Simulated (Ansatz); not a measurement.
Geometry optimisation, Ansatz 0.2.0, RKS B3LYP-D4/6-31G*.

input.yaml

```yaml
crystal:
  periodic: [false, false, false]
  atoms:
    - { symbol: B, position_ang: [-0.026161, 0.391949, -0.07586] }
    - { symbol: F, position_ang: [-0.119702, 0.974137, 1.102972] }
    - { symbol: Cl, position_ang: [1.481473, 0.447922, -0.976621] }
    - { symbol: F, position_ang: [-1.098225, -0.143344, -0.623692] }
    - { symbol: Si, position_ang: [0.532205, -2.479123, 1.121919] }
    - { symbol: H, position_ang: [-0.514894, -2.899246, 0.159889] }
    - { symbol: H, position_ang: [1.870695, -2.630901, 0.501116] }
    - { symbol: H, position_ang: [0.447006, -3.309993, 2.350861] }
    - { symbol: H, position_ang: [0.332204, -1.0731, 1.496817] }
basis:
  gaussian: { orbitals: "6-31G*" }
hamiltonian:
  xc: b3lyp
  dispersion: d4
relax:
  f_tol: 0.03
  max_steps: 50
```

Launched with:

```bash
$ ansatz run input.yaml --threads 2 --pin off --max-ram 3072MiB --backend cpu --events-out ev --progress --plain --runs-dir out
```

Question: Where does it end, and by what steps?

Answer: The forces met the threshold. The force dipped under the threshold on the way, but the program's further checks kept it going. After 35 steps the energy has fallen by 0.192 eV; H6 moved furthest, 0.82 Å.

```csv
step,energy less start (eV),largest force component (eV/Å),accepted
0,0.0000,0.588,yes
2,-0.1210,0.693,yes
4,-0.1542,0.362,yes
6,-0.1674,0.098,yes
8,-0.1685,0.051,yes
10,-0.1689,0.032,yes
12,-0.1691,0.069,yes
14,-0.1702,0.125,yes
16,-0.1714,0.316,yes
18,-0.1788,0.058,yes
20,-0.1827,0.059,yes
22,-0.1847,0.048,yes
24,-0.1881,0.103,yes
26,-0.1903,0.124,yes
28,-0.1913,0.072,yes
30,-0.1899,0.268,no
32,-0.1918,0.045,yes
34,-0.1918,0.041,no
35,-0.1919,0.016,yes
```

```xyz
9
Properties=species:S:1:pos:R:3
B 0.074 0.668 -0.239
F -0.561 1.385 0.662
Cl 1.764 0.977 -0.593
F -0.576 -0.278 -0.887
Si 0.440 -2.700 1.219
H -0.911 -3.172 0.824
H 1.342 -2.708 0.041
H 0.993 -3.580 2.281
H 0.339 -1.314 1.750
```

Whether the end is a true minimum wasn't checked by a vibrational analysis.

Run time: 110 s on 2 threads of Intel(R) Xeon(R) Platinum 8175M CPU @ 2.50GHz (Skylake/Cascade Lake), on a shared host, peak memory 0.21 GiB.
